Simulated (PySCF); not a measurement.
**How methods differ on the excitation energy of Er**

Er [Xe] 4f12 6s2 (high-spin determinant) → Er [Xe] 4f12 5d2 (high-spin determinant), as a difference of total energies. Calculation: PySCF 2.14, in x2c-TZVPPall (11s7p7d4f2g, 113 functions); scalar relativity by spin-free X2C-1e. Correlated levels: valence: [Kr] 4d10 frozen; valence and next inner shell: [Ar] 3d10 frozen. The calculations carry no spin-orbit coupling.

```tsv
method	excitation energy (cm⁻¹)
UHF	42498
LDA	41208
MP2 (valence)	47178
SCS-MP2 (valence)	48604
MP2 (valence and next inner shell)	47339
SCS-MP2 (valence and next inner shell)	48724
```

A first-order spin-orbit estimate (lowest level to lowest level, LS coupling) adds 0.077 eV.

The determinant of the upper state and of the lower state mixes LS terms, which raises its energy above the lowest term, most at the Hartree-Fock and MP2 levels.
